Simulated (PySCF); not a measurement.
BH₃N, SMILES N[BH] (connectivity only; charge and spin as stated), charge +1, multiplicity 1.

The structure is a stationary point at PBE-D3(BJ)/def2-TZVP. The multiplicity is an assumed one; other spin states were not compared. The isomer is the one that the SMILES or the coordinates give; other isomers of the formula were not compared.

Method: PBE-D3(BJ)/def2-TZVP (PySCF).

Harmonic, unscaled wavenumbers; measured fundamentals usually lie a few per cent lower.

Question: List the normal modes with their intensities. (The exact figures need the calculation; the answer reports its results.)

Answer: 
```csv
mode,ν (cm⁻¹),IR (km/mol),moving atoms (share of kinetic energy)
1,553,3.7,H 94 %
2,642,224.3,"H 75 %, N 22 %"
3,719,0.0,"H 77 %, B 22 %"
4,896,63.1,"H 61 %, B 26 %, N 14 %"
5,1413,7.4,"H 76 %, B 21 %"
6,1568,233.4,"N 42 %, H 32 %, B 27 %"
7,2817,7.9,"H 86 %, B 13 %"
8,3373,284.0,H 95 %
9,3434,259.4,"H 91 %, N 9 %"
```
